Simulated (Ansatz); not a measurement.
`CN[SiH2]Cl` + CH₃OH → `CN[SiH2]OC` + HCl  (ligand exchange at the Si–Cl bond)

Calculated with Ansatz (gas phase, PBE0-D4/def2-TZVP geometries, no zero-point term in ΔE). CCSD(T)/CBS is the MP2 limit (def2-TZVPP, def2-QZVPP) plus CCSD(T) − MP2 in def2-TZVPP, frozen cores. This one scheme is used for every species. DFT in def2-TZVPP. B3LYP here is the variant with VWN-RPA as its local correlation; programs differ in this. Each species was taken in one conformer, which may not be the lowest.

Task: Is it downhill or uphill in electronic energy at CCSD(T)/CBS, and by how much? (Best estimate.)

Result: The calculation gave: Uphill: ΔE = +4.4 kJ/mol.

Task: What do these levels give: r2SCAN-D4, PBE0-D4, B3LYP-D4, ωB97X-V, B2PLYP, PBE0, MP2/def2-TZVPP, SCS-MP2/def2-TZVPP, CCSD/def2-TZVPP, CCSD(T)/def2-TZVPP, SCS-MP2/def2-QZVPP, CCSD/CBS(def2)? (An estimate is asked.)

Result: The calculation gave: r2SCAN-D4 6.7, PBE0-D4 10.6, B3LYP-D4 2.8, ωB97X-V 4.8, B2PLYP 4.0, PBE0 12.9, MP2/def2-TZVPP 2.9, SCS-MP2/def2-TZVPP 1.4, CCSD/def2-TZVPP 0.1, CCSD(T)/def2-TZVPP 0.0, SCS-MP2/def2-QZVPP 3.8, CCSD/CBS(def2) 4.5 kJ/mol.

Largest T1 diagnostic among the species: 0.011.

The D4 term adds −3.6 kJ/mol with B3LYP and −2.3 kJ/mol with PBE0; it sums over pairs of atoms, weighted by their polarisabilities, and B3LYP, whose exchange is more repulsive, gets the larger term.
